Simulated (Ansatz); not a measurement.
`[SiH3]/C=C/[SiH3]` + HCl → `[SiH3]/C=C/Cl` + SiH₄  (substitution at a C–Si bond)

Gas-phase electronic energies from Ansatz, PBE0-D4/def2-TZVP geometries. CBS: MP2 limit from def2 TZ/QZ plus the TZ coupled-cluster correction, frozen cores. This one scheme is used for every species. Double bonds are as drawn, so ΔE can hold a change between cis and trans. DFT in def2-TZVPP. B3LYP here is the variant with VWN-RPA as its local correlation; programs differ in this. HSE06 is defined as in plane-wave codes.

```
             level  ΔE (kcal/mol)  difference from CCSD(T)/CBS
       LDA (SPW92)            8.5                         -3.0
            PBE-D4            8.9                         -2.6
         revPBE-D4            9.1                         -2.4
           BLYP-D4            9.2                         -2.3
         r2SCAN-D4            9.5                         -2.0
            B97M-V           10.0                         -1.5
           PBE0-D4           10.0                         -1.5
          B3LYP-D4           10.0                         -1.5
        r2SCAN0-D4           10.3                         -1.2
          HSE06-D4           10.0                         -1.5
          BHLYP-D4           11.0                         -0.5
      CAM-B3LYP-D4           10.3                         -1.2
           ωB97X-V           10.0                         -1.5
           ωB97M-V           10.6                         -0.9
            B2PLYP            9.9                         -1.6
          PBE-QIDH           10.6                         -0.9
               PBE            8.4                         -3.1
            revPBE            8.2                         -3.3
              BLYP            8.1                         -3.4
              PBE0            9.5                         -2.0
             B3LYP            9.1                         -2.4
           r2SCANh            9.6                         -1.9
           r2SCAN0           10.1                         -1.4
             HSE06            9.5                         -2.0
             BHLYP           10.2                         -1.3
         CAM-B3LYP            9.7                         -1.8
           LC-ωPBE           10.3                         -1.2
RPA@PBE/def2-TZVPP           10.5                         -1.0
       HF/def2-SVP           11.6                          0.1
     CCSD/def2-SVP           10.7                         -0.8
     HF/def2-TZVPP           10.8                         -0.7
    MP2/def2-TZVPP           11.0                         -0.5
SCS-MP2/def2-TZVPP           10.6                         -0.9
   CCSD/def2-TZVPP           11.6                          0.1
CCSD(T)/def2-TZVPP           11.3                         -0.2
     HF/def2-QZVPP           10.9                         -0.6
    MP2/def2-QZVPP           11.2                         -0.3
      HF/CBS(def2)           10.9                         -0.6
     MP2/CBS(def2)           11.2                         -0.3
    CCSD/CBS(def2)           11.8                          0.3
       CCSD(T)/CBS           11.5                            0
```

Largest T1 diagnostic among the species: 0.012.

From r2SCAN to r2SCAN0 (25 % exact exchange), in def2-TZVPP and without D4, ΔE moves by +0.8 kcal/mol. Leaving LDA and LC-ωPBE aside and taking each functional with its dispersion term where it has one, the values spread over 2.1 kcal/mol, from PBE-D4 to BHLYP-D4.
